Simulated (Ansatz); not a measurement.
Cu₂Te₂, relaxed as a singlet with RKS PBE-D4/def2-SVP in Ansatz, starting from the GFN2-xTB geometry. Force threshold 0.02 eV/Å.

In the def2 sets Te takes a core potential; there is no spin–orbit coupling. This restricted singlet of an open-shell metal (gap down to 0.49 eV) wasn't tested against broken symmetry. The relaxation made no stability test and no search for a lower SCF solution. At PBE-D4/def2-SVP a triplet of charge 0 lies 0.09 eV below the restricted singlet, each at its own geometry. The structure comes from a short search, and lower isomers may exist.

Start:

```xyz
4

Cu   -0.781    0.257    1.377
Cu    1.301    0.662   -0.666
Te   -1.098    0.524   -1.015
Te    0.578   -1.444    0.305
```

```tsv
step	energy (eV)	largest force component (eV/Å)	SCF passes
1	-103844.1011	2.125	20
2	-103844.4986	0.676	28
3	-103844.5893	0.463	24
4	-103844.6763	0.119	29
5	-103844.6831	0.065	29
6	-103844.6865	0.037	23
7	-103844.6867	0.008	24
```

Force components are those of the run's own axes.

End:

```tsv
atom	x (Å)	y (Å)	z (Å)
Cu1	-0.733	0.127	1.122
Cu2	1.075	0.478	-0.653
Te3	-1.279	0.998	-1.107
Te4	0.937	-1.604	0.638
```

Bonds lost: Te3–Te4 (atoms count from 1).

No frequencies were taken in this run, so the end may be a saddle point.

It took 6.5 s on 4 threads of INTEL XEON PLATINUM 8581C on a shared host.
